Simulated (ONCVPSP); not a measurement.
**Ho, ONCV: configuration errors across variants**

* Element: holmium
* Generator: ONCVPSP 4.0.1
* Type: optimised norm-conserving Vanderbilt (ONCV)
* Functional: LDA (Perdew-Zunger)
* Relativity: scalar-relativistic
* Frozen core: [Xe] 4f10
* Valence charge: 3
* Reference configuration: 5d1 6s2
* Partial waves: 6s: rc 2.95 bohr, ncon 5, nbas 8, qcut 1.8 1/bohr, 2 projectors, debl 0.4 Ha; p scattering state at 0.32 Ha: rc 3.85 bohr, ncon 4, nbas 8, qcut 2 1/bohr, 1 projector; 5d: rc 3.70 bohr, ncon 5, nbas 9, qcut 4.4 1/bohr, 2 projectors, debl 3.3 Ha
* Local potential: polynomial inside 2.95 bohr (lpopt 1, dvloc0 0 Ha)
* Core correction: none

In the p channel the program set the typed energies aside and used 0.050 Ha.

All-electron excitation energies from the reference (eV): (1) 5d1 6s1 7.155; (2) 5d1 6s0 20.035; (3) 5d1 6s1.5 2.894; (4) 5d1.5 6s1.5 1.103.

1 further variants failed, have other tests or another functional or relativity, and are left out.

Errors AE − PS in meV (a dash: test not solved or not reliable):

```csv
change,(1),(2),(3),(4),bound ghosts,GHOST(+) flags above zero
base,+14,+132,+2.2,+15,none,s
p: rc 5.5,+14,+132,+2.2,+15,none,s
s: qcut 1.6; p: qcut 1.7; d: qcut 3.8,+13,+121,+2.0,+17,none,s
"p: ncon 3, nbas 7",+14,+132,+2.2,+15,none,s
p: rc 3.06,+14,+132,+2.2,+15,none,s
```

Question: Give the same row for: d: qcut 6.5.

Answer: +16, +145, +2.5, +12; bound ghosts: none; GHOST(+) flags above zero: s.
